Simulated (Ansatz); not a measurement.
Consider the ligand exchange at the Si–O bond: `CC(=S)O[SiH2]O` + `CO[SiH2]S` → `CO[SiH2]S[SiH2]O` + `CC(O)=S`.

Calculated with Ansatz (gas phase, PBE0-D4/def2-TZVP geometries, no zero-point term in ΔE). CBS: MP2 limit from def2 TZ/QZ plus the TZ coupled-cluster correction, frozen cores. This one scheme is used for every species. Functionals use def2-TZVPP. One conformer a species, not always the lowest.

`CC(=S)O[SiH2]O`:

```xyz
12

C     0.430    1.525   -0.197
C     0.127    0.867    1.110
S     0.431    1.529    2.556
O    -0.438   -0.344    1.022
Si   -0.768   -1.332   -0.275
O     0.593   -1.791   -1.056
H     1.083    0.884   -0.799
H    -0.495    1.668   -0.765
H     0.906    2.488   -0.040
H    -1.580   -0.613   -1.278
H    -1.473   -2.471    0.346
H     1.183   -2.410   -0.624
```

`CO[SiH2]S`:

Cartesian coordinates in Å:
```
C -0.842 -1.334 -0.571
O -0.740 -0.043 -0.012
Si 0.669 0.557 0.572
S 0.440 2.614 1.029
H -1.823 -1.426 -1.037
H -0.075 -1.506 -1.336
H -0.748 -2.109 0.198
H 1.735 0.341 -0.443
H 1.054 -0.083 1.856
H 0.330 2.991 -0.257
```

`CO[SiH2]S[SiH2]O`:

Z-matrix (Å, degrees):
```
C
O 1 1.418
H 1 1.090 2 108.0
H 1 1.094 2 111.0 3 119.6
H 1 1.095 2 111.0 3 -119.1
Si 2 1.651 1 121.6 3 174.1
S 6 2.126 2 111.1 1 66.5
H 6 1.484 2 110.7 1 -51.7
H 6 1.479 2 104.2 1 -173.3
Si 7 2.151 6 95.2 2 60.3
O 10 1.637 7 111.8 6 -56.0
H 10 1.485 7 107.6 6 66.4
H 10 1.478 7 106.9 6 -173.9
H 11 0.965 10 115.1 7 45.9
```

`CC(O)=S`:

Cartesian coordinates in Å:
```
C -0.768 -0.400 0.452
C 0.525 0.111 -0.080
O 0.336 0.857 -1.166
S 1.999 -0.176 0.546
H -1.273 -0.985 -0.321
H -1.420 0.445 0.692
H -0.610 -1.010 1.336
H 1.210 1.157 -1.460
```

(1) Is it downhill or uphill in electronic energy at CCSD(T)/CBS, and by how much? (Best estimate.)

(2) What do these levels give: PBE-D4, PBE0-D4, ωB97X-V, ωB97M-V, PBE0, HF/def2-TZVPP, MP2/def2-TZVPP, SCS-MP2/def2-TZVPP, CCSD(T)/def2-TZVPP, SCS-MP2/def2-QZVPP, HF/CBS(def2), CCSD/CBS(def2)? (Best estimate.)

Largest T1 diagnostic among the species: 0.017.

Results:

(1) The calculation gave: Downhill: ΔE = -13.1 kJ/mol.

(2) Ansatz gave: PBE-D4 -30.7, PBE0-D4 -26.3, ωB97X-V -15.0, ωB97M-V -16.3, PBE0 -22.2, HF/def2-TZVPP 10.6, MP2/def2-TZVPP -15.3, SCS-MP2/def2-TZVPP -7.2, CCSD(T)/def2-TZVPP -10.8, SCS-MP2/def2-QZVPP -7.9, HF/CBS(def2) 13.3, CCSD/CBS(def2) -8.1 kJ/mol.

In def2-TZVPP, CCSD(T) changes the Hartree–Fock value by −21.4 kJ/mol (the triples alone add −5.0 kJ/mol) and MP2 by −25.9 kJ/mol. From PBE to PBE0 (25 % exact exchange), in def2-TZVPP and without D4, ΔE moves by +3.8 kJ/mol.
